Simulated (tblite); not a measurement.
Species: C3H10NOSi (doublet state).
Structure used (GFN2-xTB), in Å, numbered top down from 1:
```xyz
16
C3H10NOSi angstrom
C     -1.7255   -1.8348   -0.5740
C     -0.9925   -0.5539   -0.4932
Si     0.7625   -0.4260    0.0922
O      1.1045   -1.4921    1.2813
N      0.9752    1.1674    0.7241
C      0.8048    2.3632   -0.0630
H     -1.1692   -2.6382   -0.0983
H     -1.9102   -2.1121   -1.6171
H     -2.7094   -1.7517   -0.1031
H     -1.5057    0.2890   -0.9329
H      1.7516   -0.8717   -0.8996
H      0.6292   -1.4451    2.1064
H      1.7324    1.2749    1.3841
H     -0.0423    2.2264   -0.7300
H      1.6838    2.5961   -0.6758
H      0.6032    3.2174    0.5874
```

Method: GFN2-xTB as coded in tblite; computed harmonic values from a numerical Hessian at the method's own geometry, unscaled. Against measured fundamentals such values can be off by several per cent, at times by over 20. Modes of hydrogen on silicon can be 10 to 20 % off. One conformer, not necessarily the lowest. Open shells enter through the occupations alone, without spin polarisation, and single modes of such species can be off by tens of per cent.

Harmonic wavenumbers (cm⁻¹): 54.2, 95.5, 114.7, 127.1, 153.5, 174.9, 256.9, 266.7, 319.6, 348.9, 491.6, 555.1, 673.3, 683.5, 704.8, 815.6, 846.8, 887.2, 948.8, 998.8, 1066.6, 1115.0, 1163.8, 1166.1, 1303.4, 1371.2, 1384.9, 1423.2, 1464.6, 1478.8, 1493.3, 1507.0, 2173.5, 2894.3, 2911.2, 2947.4, 2964.7, 3039.3, 3041.1, 3063.8, 3431.3, 3675.7.

A = 3953, B = 1900, C = 1386 MHz; mass 104.053 u (most abundant isotopes); point group C1, symmetry number 1; spin multiplicity 2.

Q: Zero-point energy?

A: Half the sum of the wavenumbers: 27799 cm⁻¹ = 332.55 kJ/mol.

Q: What is S at 298.15 K and 1 bar for an ideal gas of classical rigid rotors and harmonic oscillators?

A: Translation 166.79, rotation 116.42, vibration 118.97, spin (R ln 2) 5.76: S = 407.9 J/(mol K).

Q: And Cp and H(298.15 K) − H(0)?

A: Cp = 148.68 J/(mol K), of which vibrations give 115.43 (their classical limit is 42 R = 349.2); H(298.15 K) − H(0) = 28.54 kJ/mol without the zero-point energy, 18.62 from vibrations.

Q: What must be added to the electronic energy to get the Gibbs energy at 298.15 K and 1 bar?

A: ZPE + [H(298.15 K) − H(0)] − T·S = 332.55 + 28.54 − 121.63 = 239.46 kJ/mol.

Q: Blend soft modes into free rotors: weight 1/[1 + (100 cm⁻¹/ν̃)⁴] for the oscillator and the rest for a rotor with moment μB/(μ + B), μ = h/(8π²ν), B = 10⁻⁴⁴ kg m². What vibrational entropy results?

A: 111.67 J/(mol K) in place of 118.97, which changes −T·S at 298.15 K by +2.18 kJ/mol.

Q: Which modes carry the vibrational entropy at 298.15 K?

A: 54.2 cm⁻¹: 19.49; 95.5 cm⁻¹: 14.83; 114.7 cm⁻¹: 13.34; 127.1 cm⁻¹: 12.51; 153.5 cm⁻¹: 11.00; 174.9 cm⁻¹: 9.97 J/(mol K); the other 36 give 37.84 together.

Q: How do the functions run with temperature in this model?

A: 
```
T (K)  S (J/(mol K))  Cp (J/(mol K))  H − H(0) (kJ/mol)  G − H(0) (kJ/mol)  ln q(vib)
  150          324.2           100.3              10.08             -38.56       2.91
  250          383.2           133.1              21.75             -74.04       5.57
  400          456.1           179.7              45.29            -137.13       9.30
  600          538.5           227.5              86.30            -236.82      13.92
  900          640.5           275.0             162.22            -414.23      20.18
```

q(vib) and H(0) count from the zero-point level.

Hindered rotation and anharmonicity are outside this model. Other conformers, if any are populated, would add a mixing term that is left out. The structure is chiral; the term R ln 2 for an equal mix with its mirror image is left out.
